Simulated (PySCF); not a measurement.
In(Br)(Me)(OEt) (C₃H₈BrInO), SMILES CC[O][In]([CH3])[Br]. Geometry: PBE-D3(BJ)/def2-SVP. The def2 effective core potentials stand for the cores of In; spin–orbit coupling is left out. One conformer was computed; it need not be the lowest.

**Question.** Give the equilibrium geometry at PBE-D3(BJ)/def2-SVP (PySCF confirms it by a frequency run) as Cartesian coordinates in Å. (Estimate from the structure and the level; the computed values follow.)

**Answer.** Several could match; the one computed here: 
```xyz
14

In     0.0736     0.4033     0.0822
Br     0.8163    -1.6659     1.2911
C      1.1079     2.3022     0.2269
H      2.0586     2.2190    -0.3328
H      1.3202     2.5043     1.2930
H      0.4774     3.1010    -0.2048
O     -1.6380    -0.0193    -0.9283
C     -2.1549     0.9086    -1.8608
C     -1.3169     1.0046    -3.1336
H     -3.1823     0.5637    -2.1256
H     -2.2821     1.9331    -1.4253
H     -1.1967     0.0031    -3.5940
H     -1.7813     1.6813    -3.8811
H     -0.3005     1.4006    -2.9109
```
